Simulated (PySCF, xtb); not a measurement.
2-bromoprop-1-ene (C₃H₅Br), SMILES C(C)(=C)Br.

GFN2-xTB run with xtb 6.7.1 at its own geometry gives an orbital gap of 4.56 eV and a dipole moment of 3.31 D.

Geometry: TPSSh-D3(BJ)/def2-SVP.

What does PBE/def2-TZVP (PySCF) give? (The exact figures need the calculation; the answer reports its results.)

gap 4.92 eV (levels -6.09 and -1.17 eV), dipole 1.64 D.
